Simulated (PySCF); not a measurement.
Species: C5H16N2Si2.
SMILES: `[Si@H]1(N[Si@@H](CCC)N1)CC`

Torsions of this conformer, `[CH3:1][CH2:2][CH2:3][Si@H:4]1[NH:5][Si@H:6]([CH2:7][CH3:8])[NH:9]1`: C1–C2–C3–Si4 180°, C2–C3–Si4–N5 66°, N5–Si6–C7–C8 -163°.

The closed-shell ground state was solved at several levels (PySCF, density fitting, gas phase, non-relativistic). The structure is a single PBE0-D3(BJ)/def2-SVP conformer in the gas phase; no vibrational or solvent corrections.

```json
{"level": "KT3/pcSseg-1", "basis functions": "247", "HOMO (eV)": "-5.60", "LUMO (eV)": "-0.50", "gap (eV)": "5.10", "dipole (D)": "0.05"}
{"level": "PBE0/def2-SVPD", "basis functions": "316", "HOMO (eV)": "-6.87", "LUMO (eV)": "0.17", "gap (eV)": "7.04", "dipole (D)": "0.07"}
```

(1) What might PBE0/pcSseg-1 (247 basis functions) give for the same quantities?

(2) Over all these levels, which gives the widest orbital gap and which the narrowest?

(3) How far do the dipole and the HOMO energy spread over the levels?

Answers

(1) HOMO -6.88 eV, LUMO 0.42 eV, gap 7.30 eV, dipole 0.06 D.

(2) PBE0/pcSseg-1 (global hybrid, 25 % exact exchange) has the widest, 7.30 eV, and KT3/pcSseg-1 (GGA) the narrowest, 5.10 eV. The two share the basis. From the narrowest to the widest the HOMO moves by -1.28 eV and the LUMO by +0.92 eV.

(3) The dipole runs from 0.05 to 0.07 D (mean 0.06 D) and the HOMO from -6.88 to -5.60 eV.
